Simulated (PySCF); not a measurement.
Peak assignment

Structure with atom numbers: `[CH3:1][CH2:2][O:3][c:4]1[cH:5][cH:6][cH:7][o:8]1`; H(Xn) means a hydrogen on atom n.

In vacuum, fast rotation and ring inversion assumed for equivalent nuclei, no relativistic terms, a single conformation. NMR shieldings at KT2/pcSseg-1/GIAO; structure optimised with PBE0-D3(BJ)/def2-SVP; couplings computed with B3LYP/pcJ-1 (without the spin–dipole term); PySCF.

Scale: TMS for ¹³C (183.22 ppm), ¹H (31.18 ppm) (reference shieldings calculated alike).

(1) Assign these signals to the numbered atoms. ¹³C{¹H} NMR (computed): δ 154.4, 125.7, 108.6, 79.3, 64.9, 17.0.

(2) Assign these signals to the numbered atoms. ¹H NMR (400 MHz, computed): δ 6.78 (dd, J = 2.6, 1.0 Hz, 1H), 6.22 (dd, J = 3.7, 2.6 Hz, 1H), 5.24 (dd, J = 3.7, 1.0 Hz, 1H), 4.33 (q, J = 7.8 Hz, 2H), 1.19 (t, J = 7.8 Hz, 3H).

## Answers

(1) 
| δ (ppm) | atoms | environment | reason |
| --- | --- | --- | --- |
| 154.4 | C4 | aromatic carbon bearing oxygen | an ipso carbon deshielded by its heteroatom |
| 125.7 | C7 | aromatic CH next to the ring oxygen | – |
| 108.6 | C6 | aromatic CH | – |
| 79.3 | C5 | aromatic CH | resonance donation from the substituent shields this position |
| 64.9 | C2 | sp3 CH2 bonded to O | pulled downfield by the heteroatom |
| 17.0 | C1 | methyl carbon | aliphatic region, no heteroatom directly attached |

(2) 
6.78 → H(C7), hydrogen on an aromatic CH next to the ring oxygen: π donation from the O or N substituent shields it against benzene
6.22 → H(C6), hydrogen on an aromatic CH: ring-current deshielding
5.24 → H(C5), hydrogen on an aromatic CH
4.33 → H(C2), hydrogen on an sp3 CH2 bonded to O: its carbon carries O, hence the downfield position
1.19 → H(C1), hydrogen on a methyl carbon

Multiplet labels drop couplings under 1 Hz and merge nearly equal ones. Unscaled 3J(H,H) at this level run about 10 % above measured values. Shifts are as computed. Against solution values, carbons near 30 ppm lie about +2 ppm off and those near 130 ppm about -5 ppm. Of 1211 compounds with measured shifts, 218 miss one by over three times the rms of a fit or turn the order of signals round; such compounds aren't used in these exercises.
